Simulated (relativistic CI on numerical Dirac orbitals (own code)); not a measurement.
**Ir5+: 5p photoemission**

Computed with this model: Dirac-Coulomb-Breit CI, KLI orbitals optimised for each configuration, model QED (radiative potential, 1s self-energy scaled to tabulated hydrogen-like ionisation energies), multiplet model of photoemission in the sudden approximation, unscaled Slater integrals; configurations [Xe] 4f14 5d4 → [Kr] 4d10 4f14 5s2 5p5 5d4; 300 K; Lorentzian 1.5 eV and Gaussian 0.6 eV FWHM. Energies are those of the free ion, without screening or charge transfer. The energies are binding energies and can lie tens of eV above those of solids. S is read from ⟨S²⟩ = S(S + 1).

Field parameters in Wybourne normalisation: Oh B⁴₀ = 21Dq, B⁴₄ = √(5/14) B⁴₀. The field is a parameter set, without covalency.

Computed curve for free ion, scaled to 100 at the maximum (points under 2 are left out and the grid is thinned):

Energy (eV), Intensity and a bar:
```
    112.4        2.0 
    113.4        2.9 
    114.2        3.9 #
    115.2        6.5 ##
    116.0       11.0 ###
    117.0       27.7 #########
    118.0       86.1 ##############################
    118.8       82.7 #############################
    119.8       34.6 ############
    120.6       34.5 ############
    121.6       25.9 #########
    122.4       13.1 ####
    123.4        7.6 ##
    124.4        8.3 ##
    125.2       14.5 ####
    126.2       14.4 ####
    127.0        9.3 ###
    128.0        9.8 ###
    129.0        7.8 ##
    129.8        5.9 #
    130.8        6.2 #
    131.6        5.3 #
    132.6        6.3 ##
    133.6        7.9 ##
    134.4        6.0 #
    135.4        3.4 
    136.2        2.3 
    139.0        2.2 
    140.0        3.5 #
    140.8        6.2 #
    141.8       11.9 ####
    142.6       12.0 ####
    143.6       13.5 ####
    144.4       27.1 #########
    145.4       33.0 ###########
    146.4       11.7 ###
    147.2        7.4 ##
    148.2        5.6 #
    149.0        4.5 #
    150.0        2.3
```

The ground state has S = 1.74, and the centroid lies at 127.07 eV.
